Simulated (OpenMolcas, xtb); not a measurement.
CH4ClFOSi (SMILES C[Si](O)(F)Cl): methods side by side

CH4ClFOSi has 9 atoms, charge 0, and is taken as a singlet. SMILES: `C[Si](O)(F)Cl`. The coordinates come from a PBE0-D4/def2-TZVP relaxation. This is one conformer, not always the lowest.

Quantity: the vertical energy of the triplet above the singlet, in eV. The values are calculated.

```json
{"level": "GFN0-xTB", "kind": "semi-empirical", "program": "xtb", "value (eV)": "6.27", "CPU time (all runs)": "under 2 s"}
{"level": "HF/def2-SVP", "kind": "Hartree–Fock", "program": "OpenMolcas", "value (eV)": "9.69", "CPU time (all runs)": "67 s"}
{"level": "SVWN5/def2-SVP", "kind": "LDA", "program": "OpenMolcas", "value (eV)": "7.96", "CPU time (all runs)": "88 s"}
{"level": "PBE/def2-SVP", "kind": "GGA", "program": "OpenMolcas", "value (eV)": "7.92", "CPU time (all runs)": "1.9 min"}
{"level": "M06-L/def2-SVP", "kind": "meta-GGA", "program": "OpenMolcas", "value (eV)": "8.70", "CPU time (all runs)": "2.5 min"}
{"level": "TPSS/def2-SVP", "kind": "meta-GGA", "program": "OpenMolcas", "value (eV)": "8.12", "CPU time (all runs)": "2.8 min"}
{"level": "B3LYP/def2-SVP", "kind": "global hybrid", "program": "OpenMolcas", "value (eV)": "8.39", "CPU time (all runs)": "1.8 min"}
```

The values span 6.27 to 9.69 eV. GFN0-xTB: no spin polarisation, so open shells miss the exchange term that lowers them. A triplet this far above the singlet is often a Rydberg-like or dissociative state; sets without diffuse functions put Rydberg states too high. CPU times are rough (shared hosts, several kinds of processor and program).
